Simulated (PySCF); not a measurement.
VN at M06

Level: M06. basis V x2c-TZVPPall, N x2c-TZVPPall; spin-free X2C with a Gaussian nucleus; PySCF 2.14.

For VN, the state is ³Δ (triplet), unpaired electrons σ ↑, δ ↑, the bond length is 1.519 Å and the harmonic wavenumber is 1124 cm⁻¹. The force constant is 8.18 mdyn/Å. The rotational constant Be is 0.6649 cm⁻¹, the anharmonicity ωexe is 13.0 cm⁻¹ and the vibration–rotation constant αe is 0.00568 cm⁻¹. The bond order (Mayer) is 3.03 and the dipole moment (positive dipole means V(−)N(+)) is -3.24 D.

De is left out where the level can put another filling of the metal’s s and d shells below the measured ground configuration, by anything from nothing to about 1 eV. The state is the lowest single determinant that the PBE0 search found; with open d or f shells the true ground state can be another one.
